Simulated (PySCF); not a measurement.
The vertical singlet excitations below were computed for one of the candidates. Computed with TDDFT PBE0/def2-SVPD, vertical, gas phase, core orbitals frozen in the response in PySCF. Geometries: GFN2-xTB, one conformer each.

```
state  ν̃ (cm⁻¹)       f  main configurations (H = HOMO, L = LUMO)
   S1      22480  0.0001                                H→L (100%)
   S2      50370  0.0087                  H→L+1 (86%), H→L+2 (13%)
   S3      56380  0.0005                  H→L+2 (83%), H→L+1 (13%)
   S4      59590  0.0099                  H→L+4 (77%), H→L+3 (12%)
   S5      59690   0.042     H→L+3 (55%), H-1→L (21%), H→L+4 (17%)
   S6      60730  0.0008                               H-2→L (90%)
```

Orbital energies (eV): HOMO-3 -11.37, HOMO-2 -11.08, HOMO-1 -10.88, HOMO -6.85, LUMO -1.93, LUMO+1 0.66, LUMO+2 1.09.

Task: Which structure fits?
A. `C#C/C(F)=C/C(F)F`
B. `n1ccc(O)c(F)c1`
C. `O=C[C@@H](F)[C@@H]1O[C@H]1F`
D. `Oc1ccnnc1`
E. `CC(F)(F)OC=C=O`

Result: E. Its S1, at 2.79 eV, is the lowest among the candidates; the nearest of the others has S1 at 3.63 eV. S1 is HOMO→LUMO (100%). Löwdin shares by element: HOMO carbon 55% or more, oxygen 39%; LUMO carbon 52% or more, oxygen 39%. At the same level the other candidates give, for their lowest levels:
- `C#C/C(F)=C/C(F)F`: 5.57 eV (f 0.000); 5.65 eV (f 0.343); 5.89 eV (f 0.000); 6.98 eV (f 0.000); 7.13 eV (f 0.230); T1 3.40 eV; HOMO -7.97, LUMO -1.81 eV
- `Oc1ccnnc1`: 3.63 eV (f 0.003); 4.13 eV (f 0.001); 5.56 eV (f 0.030); 5.84 eV (f 0.001); 6.01 eV (f 0.001); T1 2.86 eV; HOMO -6.66, LUMO -1.30 eV
- `O=C[C@@H](F)[C@@H]1O[C@H]1F`: 4.19 eV (f 0.000); 6.12 eV (f 0.008); 6.51 eV (f 0.009); 7.83 eV (f 0.024); 7.89 eV (f 0.030); T1 3.55 eV; HOMO -8.40, LUMO -1.88 eV
- `Oc1ccncc1F`: 5.19 eV (f 0.003); 5.44 eV (f 0.001); 5.56 eV (f 0.010); 6.23 eV (f 0.013); 6.47 eV (f 0.000); T1 4.25 eV; HOMO -7.63, LUMO -0.81 eV

Conformer computed: `[CH3:1][C:2]([F:3])([F:4])[O:5][CH:6]=[C:7]=[O:8]`: C1–C2–O5–C6 180°, C2–O5–C6–C7 -1°.
Triplets come from the Tamm–Dancoff approximation.
